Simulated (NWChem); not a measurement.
# CH3BrSn, singlet; SMILES [CH3][Sn][Br]

Results from NWChem. Medium grid unless said otherwise, to which SCAN and Minnesota functionals are sensitive. Low-valent species are run as closed-shell singlets; no triplet was tried in these runs. Geometry: optimised at PBE0/def2-SVP. def2 effective core potentials on Sn; no spin-orbit coupling. B3LYP is NWChem's, with the RPA form of VWN correlation. Total energies of different functionals are on different scales.

| level | energy (Ha) | highest occupied level (eV) | orbital gap (eV) | dipole (D) |
|---|---|---|---|---|
| B3LYP/def2-SVP | -2828.1726 | -6.37 | 3.41 | 2.77 |
| PBE/def2-SVP | -2827.6216 | -5.54 | 2.11 | 2.59 |
| M06-2X/def2-SVP | -2828.0202 | -7.60 | 5.65 | 3.11 |
| MN15-L/def2-SVP | -2827.3564 | -5.82 | 2.43 | 2.83 |
| SCAN/def2-SVP | -2828.3271 | -5.83 | 2.38 | 2.76 |
| revPBE/def2-SVP | -2827.8843 | -5.49 | 2.15 | 2.63 |
| M06/def2-SVP | -2828.0221 | -6.47 | 3.58 | 2.99 |
| M06-L/def2-SVP | -2828.1270 | -5.66 | 2.45 | 2.90 |
